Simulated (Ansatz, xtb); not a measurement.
C4H7FOS: which of two isomers lies lower

We compare X, `F[C@@H]1CC[C@@H](S)O1`, a singlet, with Y, `F[C@@H]1CC[C@H](S)O1`, a singlet. Both are isolated molecules in the gas phase, relaxed with B3LYP/def2-SVP; each stands in its lowest conformer found.

X (Å):

```
atom    x (Å)    y (Å)    z (Å)
   C   2.1050  -1.5032   1.1734
   C   1.2777  -2.6474   0.6038
   C   0.7420  -2.0098  -0.6848
   C   0.5169  -0.5579  -0.2377
   F   3.3673  -1.5209   0.5990
   O   1.4525  -0.3295   0.8091
   S  -1.2264  -0.3507   0.3519
   H   2.2533  -1.5105   2.2646
   H   1.8858  -3.5481   0.4455
   H   0.4541  -2.8861   1.2942
   H   1.5147  -2.0317  -1.4685
   H  -0.1654  -2.4873  -1.0798
   H   0.6978   0.1827  -1.0285
   H  -1.0555   0.9115   0.8067
```

Y (Å):

```xyz
14

C    -0.1347   -0.7353   -0.5634
C    -0.7834    0.1056    0.5298
C    -0.3847    1.5193    0.0886
C     1.0023    1.2883   -0.5391
F    -0.9636   -0.7566   -1.6741
O     1.0620   -0.1038   -0.8637
S     1.2384    2.3813   -1.9907
H     0.0787   -1.7843   -0.3032
H    -0.3344   -0.1523    1.5026
H    -1.8682   -0.0577    0.5891
H    -0.3527    2.2532    0.9053
H    -1.0881    1.8847   -0.6757
H     1.8195    1.4898    0.1702
H     2.5411    2.0765   -2.1920
```

Question: Estimate which is lower in electronic energy at CCSD(T)/def2-SVP + ΔMP2/def2-TZVPP, and by roughly how much.

Answer: CCSD(T)/def2-SVP + ΔMP2/def2-TZVPP gives E(Y) − E(X) = +2.37 kJ/mol, slightly favouring structure X, which is too small a margin to settle the true order.

The same difference at several levels:

| level | geometry | E(Y) − E(X) (kJ/mol) | departure from the last row (kJ/mol) | job, with rough time for the two |
| --- | --- | --- | --- | --- |
| B3LYP/def2-SVP | B3LYP/def2-SVP | +2.90 | +0.54 | optimisation, 88 s |
| HF/def2-SVP | B3LYP/def2-SVP | +3.46 | +1.10 | part of the CCSD(T) run |
| MP2/def2-SVP | B3LYP/def2-SVP | +3.60 | +1.23 | part of the CCSD(T) run |
| CCSD(T)/def2-SVP | B3LYP/def2-SVP | +3.33 | +0.97 | single point |
| CCSD(T)/def2-SVP + ΔMP2/def2-TZVPP | B3LYP/def2-SVP | +2.37 |  | single point, 2.3 min |

As drawn, both hold the same kinds of bond in the same numbers.

The largest departure from CCSD(T)/def2-SVP + ΔMP2/def2-TZVPP is that of MP2/def2-SVP, 1.23 kJ/mol. No reliable frequencies are at hand for Y, so it isn't confirmed as a minimum. Levels run at GFN2-xTB geometries aren't shown. The last row adds to CCSD(T) the change of the MP2 difference between the two basis sets, here −0.97 kJ/mol.

The correlated steps freeze 11 core orbitals. Codes used: Ansatz 0.2.0, xtb 6.7.1; the last row on 2 threads of Arm Neoverse V1 on a shared host.
